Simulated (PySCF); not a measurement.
Dipole response of Ir (iridium, neutral)

[Xe] 4f14 5d8 6s1, high-spin 4F determinant (an excited configuration). Computed with PySCF 2.14 in aug-cc-pVTZ-PP with one added diffuse shell each of s, p, d, f, g type with ECP60MDF (7s7p6d4f3g, 113 functions), with a scalar-relativistic core potential. Coupled (time-dependent) response in atomic units; α is the mean over directions.

```csv
method,mean α (bohr³),C₆ (like pair),S(−4)
UHF,57.50,563.8,1924
PBE,44.12,444.2,791.2
```

S(−4) is the Cauchy moment in α(ω) = α(0) + S(−4) ω² + …

Spin-orbit coupling is absent.

α(iu) at PBE:

```csv
u (hartree),α(iu) (bohr³)
0,44.12
0.0500,42.26
0.100,37.76
0.200,27.89
0.300,20.88
0.500,13.29
0.750,8.809
1.00,6.388
1.50,3.877
2.00,2.621
3.00,1.426
5.00,0.6051
```

A single London oscillator, α(iu) = α/(1 + u²/ω²), gives C₆ = (3/4) ω α². Matching the computed C₆ needs ω = 4 × 444.2 / (3 × 44.12²) = 0.304 hartree.

Energies and moments cover only the electrons outside the core potential. Spin-orbit coupling, absent here, splits the open shell strongly.
